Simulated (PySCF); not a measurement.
Atoms are numbered as in `[CH3:1]/[CH:2]=[C:3](\[C:4](=[O:5])[F:6])[CH:7]([CH3:8])[CH3:9]` (H(Xn): hydrogen on atom n).

One computed conformer, gas phase, averaged over atoms made equivalent by symmetry, fast rotation or ring inversion, relativity neglected. GIAO PBE0/pcSseg-1 shieldings; geometry from GFN2-xTB; PySCF.

Question: List the cross peaks expected in HSQC, COSY and HMBC spectra.

Answer: 

HSQC (one-bond C–H):
```tsv
δH	δC
7.03 (H(C2))	159.4 (C2)
2.89 (H(C7))	34.0 (C7)
2.46 (H(C1))	21.1 (C1)
1.10 (H(C8)/H(C9))	24.3 (C8/C9)
```

COSY cross peaks (H two or three bonds apart, from the bond graph; peaks can be absent where the dihedral angle is near 90°):
```tsv
δH	δH
7.03 (H(C2))	2.46 (H(C1))
2.89 (H(C7))	1.10 (H(C8)/H(C9))
```

HMBC (two and three bonds, from the bond graph):
```tsv
δH	δC
7.03 (H(C2))	165.6 (C4), 141.6 (C3), 34.0 (C7), 21.1 (C1)
2.89 (H(C7))	165.6 (C4), 159.4 (C2), 141.6 (C3), 24.3 (C8/C9)
2.46 (H(C1))	159.4 (C2), 141.6 (C3)
1.10 (H(C8)/H(C9))	141.6 (C3), 34.0 (C7), 24.3 (C8/C9)
```

Scale: $^{1}$H (31.72 ppm) and $^{13}$C (186.93 ppm) vs TMS (reference shieldings calculated alike).

Short H···H contacts in this conformer between protons four or more bonds apart (candidates for NOE cross peaks, intensity ∝ r⁻⁶): H(C2)···H(C9) 2.21 Å.

Shifts are as computed. Against solution values, carbons near 30 ppm lie about +3 ppm off and those near 130 ppm about +5 ppm. Of 1211 compounds with measured shifts, 218 miss one by over three times the rms of a fit or turn the order of signals round; such compounds aren't used in these exercises.
